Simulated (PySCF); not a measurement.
## Electron correlation in Xe²⁺ (xenon, charge +2)

[Kr] 4d10 5s2 5p4, high-spin 3P determinant. Calculation: PySCF 2.14, in x2c-SVPall (6s5p3d, 36 functions); the spin-free X2C one-electron Hamiltonian (Gaussian nucleus). Frozen: [Kr] 4d10; 6 electrons correlated.

MP2 pair energies summed by pair of shells (mhartree):

```json
{"pair": "5p-5p", "energy": "-24.81", "share (%)": "49.8"}
{"pair": "5s-5p", "energy": "-21.79", "share (%)": "43.7"}
{"pair": "5s-5s", "energy": "-3.25", "share (%)": "6.5"}
```

Total MP2 correlation energy: -49.85 mhartree.

Same-spin part -12.37 and opposite-spin part -37.48 mhartree; SCS-MP2 scales them by 1/3 and 6/5 to -49.10 mhartree.

| level | correlation energy (mhartree) |
| --- | --- |
| CCSD | -61.31 |
| (T) | -0.60 |
| CCSD(T) | -61.91 |

Diagnostics: T1 = 0.0064, D1 = 0.0162, largest double amplitude 0.046.

Is a single reference adequate?

Yes, within this model without spin-orbit coupling: T1 lies below 0.03 and no double amplitude reaches 0.07.
